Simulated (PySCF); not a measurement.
## NMR problem set

Computational details: coordinates at the GFN2-xTB level, J couplings at B3LYP/pcJ-1 (spin–dipole term left out of most H,H and C,H couplings), PBE0/pcSseg-1 with gauge-including orbitals, in PySCF (fast rotation and ring inversion assumed for equivalent nuclei, non-relativistic, gas phase, single conformer).

References, each an isolated molecule treated in the same way: ¹H (σ = 31.72 ppm), ¹³C (σ = 186.93 ppm) against TMS. Multiplet labels drop J under 1 Hz and among equivalent protons, and merge close values. Unscaled 3J(H,H) run several per cent high. Splittings of carbon signals by F and P are missing where no couplings were computed. Where no couplings were computed, multiplicities follow the n + 1 count of equivalent neighbours, and m marks all less simple cases (inequivalent or close neighbours, rings, F or P nearby). Shifts are as computed. Against solution values, carbons near 30 ppm lie about +3 ppm off and those near 130 ppm about +5 ppm. Of 1211 compounds with measured shifts, 218 miss one by over three times the rms of a fit or turn the order of signals round; such compounds aren't used in these exercises. OH and NH positions are gas-phase values without hydrogen bonding to other molecules.

Task: C$_{7}$H$_{6}$O$_{2}$. ¹H NMR (300 MHz, computed): δ 8.30 (s, 1H), 7.74 (m, 2H), 7.61 (m, 1H), 7.43 (m, 2H). ¹³C{¹H} NMR (computed): δ 165.0 (CH), 159.5 (C), 135.1 (CH), 132.4 (CH), 129.3 (CH). Identify the compound.

Result: `C1=CC=C(OC=O)C=C1`. Rings plus π bonds: 5 (1 ring in the answer). 5 carbon signals for 7 carbons: some carbons are equivalent by symmetry or fast rotation. Carbon types of the structure: 1 × C, 6 × CH, which accounts for all hydrogens. δC 165.0: ester carbonyl carbon; lone-pair donation from the attached heteroatom keeps it upfield of a ketone carbonyl. δC 159.5: aromatic carbon bearing oxygen; an ipso carbon deshielded by its heteroatom. δC 135.1, 132.4, 129.3: aromatic CH; the aromatic region. δH 7.74, 7.61, 7.43: hydrogen on an aromatic CH; aromatic region. The protons at 7.43 and 7.74 share a coupling of 9.3 Hz (vicinal, an ortho-type coupling). The protons at 7.74 and 7.61 share a coupling of 8.6 Hz (vicinal, an ortho-type coupling).

The data come from this structure; uniqueness wasn't tested.

Task: C$_{5}$H$_{13}$NP$_{2}$. ¹H NMR (400 MHz, computed): δ 3.00 (m, 1H), 2.45 (m, 3H), 2.22 (m, 4H), 1.93 (m, 4H), -0.74 (br s, 1H). ¹³C{¹H} NMR (computed): δ 34.0, 28.9, 17.3. What is it?

Result: SMILES CNP1CCPCC1. 3 carbon signals for 5 carbons: some carbons are equivalent by symmetry or fast rotation. Carbon types of the structure: 4 × CH2, 1 × CH3, leaving 2 H on heteroatoms. δC 34.0: methyl carbon bonded to N; deshielded by the electronegative neighbour. δH 2.45: hydrogen on a methyl carbon bonded to N; its carbon carries N, hence the downfield position. δH 2.22, 1.93: hydrogen on an sp3 CH2 bonded to P. δH -0.74: hydrogen on a nitrogen bonded to C, P; exchangeable; this is the value without hydrogen bonding to other molecules.

This is the structure that produced the data.
